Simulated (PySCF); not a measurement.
C6H6F3OP.
Numbering: `[O:1]=[P@H:2]1[CH:3]=[CH:4][C@H:5]([C:6]([F:7])([F:8])[F:9])[CH:10]=[CH:11]1`

Cartesian coordinates in Å at the GFN2-xTB level; atoms count from 1:
```xyz
17
C6H6F3OP angstrom
O      3.296   -0.130    0.722
P      1.836   -0.048    0.772
C      1.130    1.335   -0.149
C      0.004    1.225   -0.836
C     -0.871    0.000   -0.816
C     -1.839    0.126    0.365
F     -2.578    1.242    0.292
F     -1.204    0.159    1.541
F     -2.701   -0.898    0.419
C     -0.134   -1.305   -0.677
C      0.978   -1.450    0.027
H      1.321    0.059    2.058
H      1.742    2.226   -0.198
H     -0.370    2.048   -1.430
H     -1.500   -0.022   -1.713
H     -0.601   -2.151   -1.164
H      1.485   -2.403    0.097
```

Definitions: NICS(0) = −σiso at the ring centroid; NICS(1) = −σiso and NICS(1)zz = −σzz at ±1 Å along the ring normal z. Level: GIAO PBE0/pcSseg-1 (PySCF, non-relativistic, gas phase) on the GFN2-xTB geometry, one conformer.

Ring bond lengths (Å), with Mayer bond orders in brackets: P2–C3 1.805 (0.87), C3–C4 1.324 (1.86), C4–C5 1.505 (1.02), C5–C10 1.505 (1.02), C10–C11 1.324 (1.86), C11–P2 1.805 (0.87).

Q: What do the NICS probes read (ppm)?

A: 
```csv
ring,type,NICS(0),"NICS(1), two faces","NICS(1)zz, two faces",rms pucker (Å),"centre to ring atoms, mean (Å)"
P2–C3–C4–C5–C10–C11,"6-membered ring with P; formal bonds 2 double, 4 single",-1.4,-2.6 / -3.8,-6.8 / -3.7,0.16,1.52
```

Q: What do they say, and how far can they be read as aromaticity?

A: 
- P2–C3–C4–C5–C10–C11: mean NICS(1)zz -5.3 ppm, shielded. P2, C5 have four or more neighbours, and the NICS criterion for π rings isn't applied. The two faces differ by 3.1 ppm, so no symmetry operation interchanges them.

Q: List the ring angles and the Hirshfeld charges of the ring atoms.

A: 
- P2–C3–C4–C5–C10–C11: P2 101.4° (+0.397 e), C3 122.3° (-0.092 e), C4 123.7° (-0.033 e), C5 115.0° (-0.049 e), C10 123.7° (-0.033 e), C11 122.3° (-0.092 e); sum 708.4° against 720° for a flat convex ring.

Q: How shielded are the nuclei of the rings and their hydrogens (means over atoms taken as equivalent)?

A: 
| atoms | environment | σ isotropic (ppm) | principal values of the symmetric part, first atom (ppm) |
| --- | --- | --- | --- |
| P2 | phosphoryl phosphorus | 362.1 | 269.7, 274.5, 542.2 |
| C3 (×2) | alkene CH carbon | 44.7 | -62.0, 45.1, 151.0 |
| C4 (×2) | alkene CH carbon | 43.1 | -72.8, 36.3, 165.7 |
| C5 | allylic carbon | 138.7 | 116.9, 135.7, 163.5 |
| H12 | P–H hydrogen | 23.83 | 18.6, 23.8, 29.1 |
| H13 (×2) | vinylic hydrogen | 24.84 | 23.8, 23.9, 26.8 |
| H14 (×2) | vinylic hydrogen | 24.68 | 22.0, 24.9, 27.1 |
| H15 | methine hydrogen | 27.87 | 24.9, 26.4, 32.3 |

Rough CPU time on one thread of a shared machine: about 2 min. This is the whole shielding run at PBE0/pcSseg-1, SCF included.
